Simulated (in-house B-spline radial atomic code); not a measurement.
**How G0W0 and RPA depend on the start: the selenium ion Se⁵⁺**

Configuration [Ar] 3d10 4s1, highest spin. Computed with an all-electron radial atomic-structure program (B-spline basis): all electrons, scalar-relativistic (spin-free one-electron X2C), finite nucleus, each spin shell either full or empty, empty states to l = 9 with an (l + 1/2)⁻⁴ tail; G0W0 by contour deformation at full frequency.

```json
{"start": "Hartree-Fock", "mean-field 4s up (eV)": "-80.88", "G0W0 (eV)": "-82.43", "QP weight": "0.984", "RPA correlation (Eh)": "-2.04"}
{"start": "LDA VWN5", "mean-field 4s up (eV)": "-76.81", "G0W0 (eV)": "-83.03", "QP weight": "0.972", "RPA correlation (Eh)": "-2.2201"}
{"start": "PBE", "mean-field 4s up (eV)": "-76.37", "G0W0 (eV)": "-82.97", "QP weight": "0.972", "RPA correlation (Eh)": "-2.2159"}
{"start": "PBE0", "mean-field 4s up (eV)": "-77.66", "G0W0 (eV)": "-82.81", "QP weight": "0.976", "RPA correlation (Eh)": "-2.1671"}
{"start": "r2SCAN", "mean-field 4s up (eV)": "-76.70", "G0W0 (eV)": "-82.88", "QP weight": "0.974", "RPA correlation (Eh)": "-2.1832"}
{"start": "HSE06", "mean-field 4s up (eV)": "-77.40", "G0W0 (eV)": "-82.85", "QP weight": "0.975", "RPA correlation (Eh)": "-2.1703"}
{"start": "B3LYP (VWN-RPA)", "mean-field 4s up (eV)": "-77.75", "G0W0 (eV)": "-82.88", "QP weight": "0.976", "RPA correlation (Eh)": "-2.1786"}
{"start": "SCAN", "mean-field 4s up (eV)": "-76.94", "G0W0 (eV)": "-82.88", "QP weight": "0.974", "RPA correlation (Eh)": "-2.182"}
{"start": "TPSS", "mean-field 4s up (eV)": "-76.17", "G0W0 (eV)": "-82.96", "QP weight": "0.973", "RPA correlation (Eh)": "-2.2063"}
{"start": "BHandHLYP", "mean-field 4s up (eV)": "-79.11", "G0W0 (eV)": "-82.70", "QP weight": "0.980", "RPA correlation (Eh)": "-2.1234"}
{"start": "CAM-B3LYP", "mean-field 4s up (eV)": "-79.57", "G0W0 (eV)": "-82.82", "QP weight": "0.979", "RPA correlation (Eh)": "-2.1629"}
{"start": "LC-wPBE", "mean-field 4s up (eV)": "-81.01", "G0W0 (eV)": "-82.81", "QP weight": "0.981", "RPA correlation (Eh)": "-2.1687"}
{"start": "wB97X", "mean-field 4s up (eV)": "-80.06", "G0W0 (eV)": "?", "QP weight": "?", "RPA correlation (Eh)": "?"}
{"start": "PBEsol", "mean-field 4s up (eV)": "-76.37", "G0W0 (eV)": "?", "QP weight": "?", "RPA correlation (Eh)": "?"}
{"start": "BLYP", "mean-field 4s up (eV)": "-76.57", "G0W0 (eV)": "-83.00", "QP weight": "0.972", "RPA correlation (Eh)": "-2.218"}
{"start": "r2SCAN0", "mean-field 4s up (eV)": "-77.96", "G0W0 (eV)": "-82.75", "QP weight": "0.977", "RPA correlation (Eh)": "-2.1452"}
{"start": "LDA exchange-only", "mean-field 4s up (eV)": "-75.67", "G0W0 (eV)": "-83.07", "QP weight": "0.973", "RPA correlation (Eh)": "-2.2203"}
```

(1) What G0W0 level, weight and RPA correlation energy follow from the wB97X start?

(2) What G0W0 level, weight and RPA correlation energy follow from the PBEsol start?

(3) How much of the dependence on the start does G0W0 remove?

## Answers

(1) G0W0 level -82.71 eV, weight 0.981, RPA correlation -2.1551 hartree.

(2) G0W0 level -82.98 eV, weight 0.972, RPA correlation -2.2171 hartree.

(3) The mean-field levels span 5.34 eV and the G0W0 levels 0.645 eV. Against 81.83 ± 0.03 eV (NIST, measured) the G0W0 removal energies are off by +0.60 to +1.24 eV, with spin-orbit coupling, Breit and QED terms left out.
